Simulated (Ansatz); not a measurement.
## Ligand exchange: C4H3F3 + GeH3(CH3) → C4H4F2 + GeH2(CH3)F

Gas-phase species: C4H3F3 `FC1=CC(F)C1F`, singlet; GeH3(CH3) (methyl germane), singlet; C4H4F2 `FC1=CCC1F`, singlet; GeH2(CH3)F, singlet. The partners trade F for H: C–F and Ge–H bonds give way to C–H and Ge–F.

Shapes, held fixed at every level: PBE0-D4/def2-TZVP. Programs: Ansatz 0.2.0. The zero-point and thermal change to 298 K, harmonic and unscaled (PBE0-D4/def2-TZVP), is +6.8 kJ/mol.

| level | kind | ΔH(298 K) (kJ/mol) | less CCSD(T)/def2-TZVPP |
| --- | --- | --- | --- |
| HF/def2-TZVPP | Hartree–Fock | -128.2 | -2.6 |
| SPW92/def2-TZVPP | LDA | -104.7 | +20.9 |
| BHLYP-D4/def2-TZVPP | global hybrid | -125.5 | +0.1 |
| r2SCAN0-D4/def2-TZVPP | global hybrid | -122.3 | +3.3 |
| wB97M-V/def2-TZVPP | range-separated hybrid | -121.9 | +3.7 |
| MP2/def2-SVP | perturbation theory | -126.6 | -1.0 |
| CCSD/def2-SVP | coupled cluster or CI | -119.1 | +6.5 |
| CCSD(T)/def2-TZVPP | coupled cluster or CI | -125.6 | 0.0 |

The highest level, CCSD(T)/def2-TZVPP, gives ΔH(298 K) = -125.6 kJ/mol; the levels span -128.2 to -104.7. The column of differences is taken from that level and isn't an error. No measured value is set beside it here. Relativity is left out for Ge. Outer-core shells of Ge are correlated, in sets that cover them unevenly.
